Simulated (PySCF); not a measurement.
Run record: geometry optimisation, `N#C[C@@H]1OC[C@H]1F`.

Computed with PBE0-D3(BJ)/def2-SVP geometry optimisation, gas phase (PySCF 2.14.0). Start geometry: GFN2-xTB. A driver script takes a list of jobs; this job's settings line and coordinates (Å) are shown.

Input:
```
{"job": {"xc": "PBE0", "basis": "def2-SVP", "d3": "d3bj", "grid": 1, "kind": "geom"}, "charge": 0, "multiplicity": 1}
N      2.856825     0.936163     0.478408
C      1.826821     0.738834     0.026532
C      0.516373     0.456946    -0.514235
O     -0.539538     1.229685     0.071244
C     -1.279882     0.064180     0.440872
C     -0.141928    -0.847450    -0.021058
F     -0.460370    -1.733747    -1.004999
H      0.533364     0.549426    -1.608745
H     -2.190603    -0.041423    -0.154752
H     -1.515560     0.043546     1.506099
H      0.399923    -1.393489     0.754671
```

Output:
```
step   0  E = -383.87453189  max force = 0.035068
step   1  E = -383.87300506  max force = 0.018611
step   2  E = -383.87528810  max force = 0.005035
step   3  E = -383.87570016  max force = 0.003073
step   4  E = -383.87584102  max force = 0.002148
step   5  E = -383.87588678  max force = 0.000744
step   6  E = -383.87589019  max force = 0.000286
optimisation converged
```

Energies in Eh; «max force» is the largest Cartesian gradient component in Eh/bohr.

Q: How much energy does the optimisation release, in kcal/mol?

A: E(step 0) − E(last step) = 0.001358 Eh, which is 0.9 kcal/mol.

Main results: final energy -383.87589 Eh after 6 steps; dipole 3.20 D.

Q: How long does this job take on an Arm Neoverse N1 with one thread (shared host)? And the peak memory of the process?

A: About 42 s, with 0.52 GiB resident at the peak, the Python interpreter and its libraries included.
Labels such as C1 count atoms from 1, the log's own numbers from 0.
